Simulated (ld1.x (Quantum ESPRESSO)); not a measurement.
phosphorus: RRKJ pseudisation with PBE, scalar-relativistic reference atom.

| Item | Value |
| --- | --- |
| Element | phosphorus |
| Generator | ld1.x (Quantum ESPRESSO) 7.5 |
| Type | norm-conserving RRKJ (Kleinman–Bylander form) |
| Functional | PBE |
| Relativity | scalar-relativistic |
| Frozen core | [Ne] |
| Valence charge | 5 |
| Reference configuration | 3s2 3p3 |
| Partial waves | 3p (bound): rc 1.55 bohr; 3d channel at 0.05 Ry: rc 1.55 bohr; 3s (bound): rc 1.15 bohr |
| Local potential | the s channel |
| Core correction | Bessel-smoothed model core inside 0.50 bohr |
| rho0 | 0.02 |

All-electron outer shells of the reference configuration (PBE, scalar-relativistic, ld1.x):

| shell | level (eV) | outermost node (bohr) | outermost maximum (bohr) |
| --- | --- | --- | --- |
| 2s | -173.99 | 0.14 | 0.42 |
| 2p | -124.49 | – | 0.36 |
| 3s | -13.97 | 0.65 | 1.58 |
| 3p | -5.51 | 0.64 | 1.83 |

Results:

```
Cutoffs needed           : 55 Ry and 120 Ry (the cutoffs (Ry, on a coarse ladder) from which the occupation-weighted sum of valence levels, in a spherical-Bessel basis at the reference potential, stays within 10 and 1 mRy of its value at 400 Ry)
Ghost test               : no extra level below or beside the all-electron valence levels (p, d, s, f tested) (spherical-Bessel basis up to 400 Ry, 20 bohr box)
Largest excitation error : +194 meV (all-electron minus pseudo) for 3s1 3p0, out of 7 test configurations
```

Generation and tests took about 1 s on one core of a shared server CPU.
